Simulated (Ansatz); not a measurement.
The same molecule with X = Si, Ge, Sn. Ansatz, PBE0-D4/def2-TZVP geometries, multiplicity 1. Each molecule was computed in one conformer, which needn't be the lowest.

Elements past krypton have def2 core potentials. Scalar relativity is left out up to krypton.

| X | molecule | mean X–Cl bond length / Å | mean X–O bond length / Å | size of the dipole moment (PBE/def2-TZVPP) / D | ideal-gas entropy at 298 K and 1 bar (rigid rotor, harmonic PBE0-D4/def2-TZVP) / J/(mol·K) | LUMO energy (ωB97M-V/def2-TZVPP) / eV |
| --- | --- | --- | --- | --- | --- | --- |
| Si | `O[Si]Cl` | 2.110 | 1.637 | 1.00 | 279 | 0.03 |
| Ge | `[OH][Ge][Cl]` | 2.212 | 1.772 | 0.72 | 293 | -0.38 |

(1) Give the row for X = Sn, `[OH][Sn][Cl]`. (An estimate is asked.)

Answers

(1) Ansatz gave: 
```csv
X,molecule,mean X–Cl bond length / Å,mean X–O bond length / Å,size of the dipole moment (PBE/def2-TZVPP) / D,"ideal-gas entropy at 298 K and 1 bar (rigid rotor, harmonic PBE0-D4/def2-TZVP) / J/(mol·K)",LUMO energy (ωB97M-V/def2-TZVPP) / eV
Sn,`[OH][Sn][Cl]`,2.361,1.974,3.83,305,-0.76
```

From Si to Sn the mean X–Cl bond length rises at each step, by 0.251 Å in all; the mean X–O bond length rises at each step, by 0.337 Å in all; the ideal-gas entropy at 298 K and 1 bar (rigid rotor, harmonic PBE0-D4/def2-TZVP) rises at each step, by 26 J/(mol·K) in all; the LUMO energy (ωB97M-V/def2-TZVPP) falls at each step, by 0.79 eV in all. Bonds lengthen as the atom grows down the group. Dipoles are sizes alone, and their direction can turn along the series.
